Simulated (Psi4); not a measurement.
HCl$_{3}$Si (SMILES Cl[SiH](Cl)Cl), singlet, at a GFN2-xTB geometry.

Here is a job for Psi4.
```
memory 2 GB

molecule mol {
0 1
  Si    0.028634   -0.016278    0.491067
  Cl   -1.241581   -1.436795   -0.148817
  Cl   -0.640098    1.792321   -0.076853
  Cl    1.851449   -0.338342   -0.292763
  H     0.113031   -0.064254    1.938435
}

set basis cc-pvtz
set reference rhf
set freeze_core true

energy('mp2')
print_variables()
```

What is the computed nuclear repulsion energy (MP2/cc-pVTZ (Psi4 1.11))?

342.2102 Eh

Estimate the MP2 correlation energy that MP2/cc-pVTZ returns for this input.

-0.6773 Eh

What number of basis functions does MP2/cc-pVTZ give?

150

Give the total energy at the level MP2/cc-pVTZ.

-1668.9272 Eh
